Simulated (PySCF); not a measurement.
GaH₂IO₂, SMILES [OH][Ga]([OH])[I]. Atoms are numbered in the order given.

```xyz
6

Ga    -0.0023     1.1252     0.0000
I     -0.0055    -1.3619     0.0000
O     -1.5540     1.9939     0.0000
H     -1.4380     2.9547     0.0000
O      1.4911     2.1015     0.0000
H      2.3065     1.5827     0.0000
```
Charge 0, spin multiplicity 1.

The structure is a stationary point at B3LYP-D3(BJ)/def2-SVP. The structure was generated by enumeration; whether it is a known compound was not checked. The def2 effective core potentials stand for the cores of I; spin–orbit coupling is left out. The values are those of a single conformer.

Method: PySCF with PBE/def2-TZVP.

Symmetry labels are those of the subgroup Cs that the program uses (full group Cs).

Question: List the valence orbital energies around the gap with their symmetry. (Estimate from the structure and the level; the computed values follow.)

Answer: 
| orbital | symmetry | energy (eV) |
|---|---|---|
| HOMO−7 | A' | -11.84 |
| HOMO−6 | A' | -9.70 |
| HOMO−5 | A' | -8.34 |
| HOMO−4 | A" | -8.10 |
| HOMO−3 | A' | -8.00 |
| HOMO−2 | A" | -7.41 |
| HOMO−1 | A" | -6.89 |
| HOMO | A' | -6.80 |
| LUMO | A' | -2.45 |
| LUMO+1 | A" | -1.37 |
| LUMO+2 | A' | 0.09 |
| LUMO+3 | A' | 0.28 |
